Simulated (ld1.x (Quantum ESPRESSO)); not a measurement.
## Logarithmic derivatives: strontium (Sr), TM

* Element: strontium (Sr)
* Generator: ld1.x (Quantum ESPRESSO) 7.5
* Type: norm-conserving Troullier–Martins (Kleinman–Bylander form)
* Functional: LDA (PZ)
* Relativity: fully relativistic
* Frozen core: [Ar] 3d10 4s2
* Valence charge: 8
* Reference configuration: 4p6 4d0 5s1.5 5p0 (charge +0.5)
* Partial waves: 4p (bound): rc 2.05 bohr; 4d (bound, empty): rc 3.40 bohr; 5s (bound): rc 3.25 bohr
* Local potential: the s channel
* Core correction: none

Open shells are filled in proportion to 2j + 1 (rel_dist='average').

The phase is arctan(r·u′/u) with u = r·R(r), unwrapped; energies in Ry, scanned from -4 to 5 Ry. A pole is an energy at which the radial function vanishes at the test radius. The pseudo phase is shifted by a multiple of π to meet the all-electron one at the reference energy, and phase errors are pseudo minus all-electron; the curves can meet again beyond the range given. Levels narrower than the energy grid can be missing from the lists of poles. n/a: not evaluated, since a narrow level or a reset projector energy made the automatic matching unsafe.

```tsv
channel	radius (bohr)	reference energy (Ry)	poles, all-electron	poles, pseudo	unbroken range about the reference energy with phases within 0.05 rad	phase error 1 Ry above the reference energy (rad)
s	3.69	-0.44	0.68	0.58, 3.12	n/a	n/a
p1/2	3.69	-1.96	-1.93, 1.37	-1.93, 2.31	below -0.7	+0.028
p3/2	3.69	-1.87	-1.84, 1.43	-1.84, 2.37	below -0.7	+0.032
d3/2	3.69	-0.30	0.01, 2.87	0.03, 4.07	below 0.5	+0.100
d5/2	3.69	-0.30	0.02, 2.89	0.04, 4.08	below 0.5	+0.097
```

Phases in the p3/2 channel:

```json
{"E (Ry)": "-4.00", "all-electron": "1.423", "pseudo": "1.423"}
{"E (Ry)": "-3.76", "all-electron": "1.417", "pseudo": "1.418"}
{"E (Ry)": "-3.52", "all-electron": "1.411", "pseudo": "1.411"}
{"E (Ry)": "-3.28", "all-electron": "1.403", "pseudo": "1.404"}
{"E (Ry)": "-3.04", "all-electron": "1.394", "pseudo": "1.395"}
{"E (Ry)": "-2.80", "all-electron": "1.383", "pseudo": "1.385"}
{"E (Ry)": "-2.56", "all-electron": "1.368", "pseudo": "1.371"}
{"E (Ry)": "-2.32", "all-electron": "1.346", "pseudo": "1.349"}
{"E (Ry)": "-2.08", "all-electron": "1.293", "pseudo": "1.298"}
{"E (Ry)": "-1.84", "all-electron": "-1.587", "pseudo": "-1.585"}
{"E (Ry)": "-1.60", "all-electron": "-1.773", "pseudo": "-1.767"}
{"E (Ry)": "-1.36", "all-electron": "-1.819", "pseudo": "-1.808"}
{"E (Ry)": "-1.12", "all-electron": "-1.863", "pseudo": "-1.845"}
{"E (Ry)": "-0.88", "all-electron": "-1.921", "pseudo": "-1.890"}
{"E (Ry)": "-0.64", "all-electron": "-2.012", "pseudo": "-1.953"}
{"E (Ry)": "-0.40", "all-electron": "-2.183", "pseudo": "-2.050"}
{"E (Ry)": "-0.16", "all-electron": "-2.589", "pseudo": "-2.225"}
{"E (Ry)": "0.08", "all-electron": "-3.498", "pseudo": "-2.593"}
{"E (Ry)": "0.32", "all-electron": "-4.170", "pseudo": "-3.327"}
{"E (Ry)": "0.56", "all-electron": "-4.433", "pseudo": "-3.989"}
{"E (Ry)": "0.80", "all-electron": "-4.559", "pseudo": "-4.300"}
{"E (Ry)": "1.04", "all-electron": "-4.634", "pseudo": "-4.453"}
{"E (Ry)": "1.28", "all-electron": "-4.686", "pseudo": "-4.541"}
{"E (Ry)": "1.52", "all-electron": "-4.726", "pseudo": "-4.599"}
{"E (Ry)": "1.76", "all-electron": "-4.762", "pseudo": "-4.641"}
{"E (Ry)": "2.00", "all-electron": "-4.797", "pseudo": "-4.673"}
{"E (Ry)": "2.24", "all-electron": "-4.835", "pseudo": "-4.700"}
{"E (Ry)": "2.48", "all-electron": "-4.881", "pseudo": "-4.723"}
{"E (Ry)": "2.72", "all-electron": "-4.944", "pseudo": "-4.744"}
{"E (Ry)": "2.96", "all-electron": "-5.048", "pseudo": "-4.765"}
{"E (Ry)": "3.20", "all-electron": "-5.262", "pseudo": "-4.787"}
{"E (Ry)": "3.44", "all-electron": "-5.871", "pseudo": "-4.810"}
{"E (Ry)": "3.68", "all-electron": "-6.946", "pseudo": "-4.836"}
{"E (Ry)": "3.92", "all-electron": "-7.407", "pseudo": "-4.869"}
{"E (Ry)": "4.16", "all-electron": "-7.579", "pseudo": "-4.914"}
{"E (Ry)": "4.40", "all-electron": "-7.666", "pseudo": "-4.980"}
{"E (Ry)": "4.64", "all-electron": "-7.719", "pseudo": "-5.094"}
{"E (Ry)": "4.88", "all-electron": "-7.755", "pseudo": "-5.338"}
```
